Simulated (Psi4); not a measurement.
F₃OW (SMILES [O]=[W]([F])([F])[F]), doublet, geometry from GFN2-xTB (such geometries of metal compounds can be far from the true shape) (the multiplicity is a formal guess) (core potentials on W). Base run: HF/def2-SVP (Psi4).

Input for Psi4:
```
memory 2 GB

molecule {
0 2
W     0.07932574    0.06417349    0.03898352
O     1.20918955    0.69106163   -1.03814659
F     0.88348104   -1.49232423    0.63907654
F    -1.40682802   -1.04599083   -0.16772679
F    -1.20372208    1.39638939    0.13091607
}

set {
  basis def2-svp
  reference uhf
}

energy('scf')
print_variables()
```

Variants of this job, named by their change:

| change | basis functions | E (Eh) | dipole (D) | core-seconds (rough) |
|---|---|---|---|---|
| base | 88 | -439.38001 | 2.27 | 7 |
| basis = def2-SV(P) | 81 | -439.31852 | 2.43 | 7 |
| basis = def2-SVPD | 127 | -439.41115 | 1.99 | 10 |
| basis = def2-TZVP | 164 | -439.88425 | 1.95 | 10 |
| basis = def2-TZVPP | 180 | -439.89716 | 1.91 | 10 |
| basis = def2-TZVPD | 203 | -439.88897 | 1.87 | 20 |
| basis = def2-QZVP | 300 | -439.91601 | 1.86 | 30 |
| basis = def2-QZVPP | 309 | -439.91621 | 1.86 | 30 |

Totals compare only among sets that treat the same electrons; sets with core potentials leave the core out.

Open shells are given as the SCF converged; they aren't shown to be the lowest states, and a large step between rows can be another state.
